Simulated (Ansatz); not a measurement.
The molecule OF, multiplicity 2 (the spin of the measured ground state).

D_e counts from the fitted minimum to each atom's lowest state at the same level, without counterpoise.

Cores are frozen in the correlated methods.

Programs: Ansatz (Gaussian orbitals). 

Problem. Give the bond energy D_e at the level B2PLYP/def2-TZVPP.

Solution. 2.26 eV

Problem. Give the bond energy D_e at the level CAM-B3LYP/def2-TZVPP.

Solution. 2.42 eV

Problem. Predict the bond energy D_e from wB97M-V/def2-TZVPP.

Solution. 2.39 eV

Ansatz is a first-principles code.
